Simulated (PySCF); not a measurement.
Several molecules and their computed UV-vis stick spectra, shuffled. Theory: TDDFT PBE0/def2-SVPD, vertical, gas phase, core orbitals frozen in the response in PySCF 2.14.0, density-fitted response routines. Geometries: GFN2-xTB; one conformer of each isolated species. Triplets are in the Tamm–Dancoff approximation.

A. `[SiH3][SiH2]NC1CC1` (C3H11NSi2)
B. `NN` (N2H4)
C. `N#CC1=COC(=O)C=C1` (C6H3NO2)
D. `CNC1[SiH2]C[SiH2]1` (C3H11NSi2)
E. `COc1ccoc(=O)c1` (C6H6O3)

Lowest singlet levels (six at most, fewer where fewer were computed) with oscillator strengths:

1. 256 nm (f 0.002); 217 nm (f 0.003); 208 nm (f 0.004); 202 nm (f 0.005); 200 nm (f 0.005); 197 nm (f 0.004); T1 4.66 eV
2. 279 nm (f 0.077); 264 nm (f 0.000); 224 nm (f 0.206); 218 nm (f 0.000); 197 nm (f 0.001); 190 nm (f 0.393); T1 2.84 eV
3. 258 nm (f 0.095); 241 nm (f 0.000); 209 nm (f 0.020); 200 nm (f 0.000); 194 nm (f 0.000); 185 nm (f 0.641); T1 3.27 eV
4. 247 nm (f 0.005); 218 nm (f 0.020); 208 nm (f 0.006); 200 nm (f 0.011); 195 nm (f 0.012); 192 nm (f 0.011); T1 4.79 eV
5. 195 nm (f 0.013); 181 nm (f 0.019); 169 nm (f 0.027); 158 nm (f 0.042); 148 nm (f 0.032); 148 nm (f 0.012); T1 6.01 eV

Question: Match each spectrum to its molecule.

Answer: 1 = D, 2 = C, 3 = E, 4 = A, 5 = B.
- A: S1 at 5.01 eV, HOMO→LUMO (98%); Löwdin shares by element: HOMO nitrogen 46%, carbon 26% or more, silicon 8% or more (atoms not listed hold the other 20%); LUMO silicon 55%, hydrogen 13% or more (atoms not listed hold the other 33%); HOMO -6.38 and LUMO -0.14 eV.
- B: S1 at 6.37 eV, HOMO→LUMO (99%); Löwdin shares by element: HOMO nitrogen 81%, hydrogen 13% or more; LUMO nitrogen 42%, hydrogen 37% or more (atoms not listed hold the other 21%); HOMO -7.03 and LUMO 0.92 eV; point group C2.
- C: S1 at 4.44 eV, HOMO→LUMO (97%); Löwdin shares by element: HOMO carbon 47% or more, oxygen 17% or more (atoms not listed hold the other 36%); LUMO carbon 57% or more, oxygen 13% or more (atoms not listed hold the other 29%); HOMO -7.81 and LUMO -2.69 eV; point group Cs, 2 of its 6 listed states under f = 0.0005.
- D: S1 at 4.84 eV, HOMO→LUMO (97%); Löwdin shares by element: HOMO nitrogen 54%, carbon 21% or more, hydrogen 6% or more (atoms not listed hold the other 19%); LUMO silicon 34%, carbon 21% or more (atoms not listed hold the other 45%); HOMO -6.26 and LUMO -0.24 eV.
- E: S1 at 4.81 eV, HOMO→LUMO (98%); Löwdin shares by element: HOMO carbon 50% or more, oxygen 21% or more (atoms not listed hold the other 29%); LUMO carbon 54% or more, oxygen 12% or more (atoms not listed hold the other 34%); HOMO -6.96 and LUMO -1.39 eV; point group Cs, 3 of its 6 listed states under f = 0.0005.
D and E have S1 within 0.04 eV of each other; their strongest listed levels stand at 6.21 eV (f 0.005) and 6.70 eV (f 0.641).

Without π bonds the low states may be Rydberg-like; a valence basis with one diffuse set may place them up to an eV too high.
